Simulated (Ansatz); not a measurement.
Consider the formal exchange of groups at the Al–C bond: `O/C=C(/O)[CH2][AlH2]` + `F[SiH](F)F` → `F[SiH](F)[AlH2]` + `O/C=C(/O)CF`.

Gas-phase electronic energies from Ansatz, PBE0-D4/def2-TZVP geometries. CCSD(T)/CBS adds triple-zeta CCSD(T) − MP2 to the extrapolated MP2 energy (def2 sets, frozen cores). Double bonds are as drawn, so ΔE can hold a change between cis and trans. DFT in def2-TZVPP. Each species was taken in one conformer, which may not be the lowest.

| level | ΔE (kJ/mol) |
| --- | --- |
| BLYP-D4 | 252.8 |
| r2SCANh-D4 | 290.8 |
| PBE-QIDH | 285.3 |
| BLYP | 241.9 |
| r2SCAN | 289.4 |
| PBE0 | 264.6 |
| CCSD(T)/def2-SVP | 245.7 |
| MP2/CBS(def2) | 304.6 |

Task: What does CCSD(T)/CBS give? (An estimate is asked.)

Result: Computed: +279.4 kJ/mol. The listed levels differ from it by -26.6, 11.4, 5.9, -37.5, 10.0, -14.8, -33.7, 25.2 kJ/mol.

Largest T1 diagnostic among the species: 0.013.

In def2-TZVPP, CCSD(T) changes the Hartree–Fock value by +31.5 kJ/mol (the triples alone add +5.8 kJ/mol) and MP2 by +56.7 kJ/mol. The D4 term adds +7.9 kJ/mol with B3LYP and +3.9 kJ/mol with PBE0; it sums over pairs of atoms, weighted by their polarisabilities, and B3LYP, whose exchange is more repulsive, gets the larger term.

B3LYP here is the variant with VWN-RPA as its local correlation; programs differ in this.
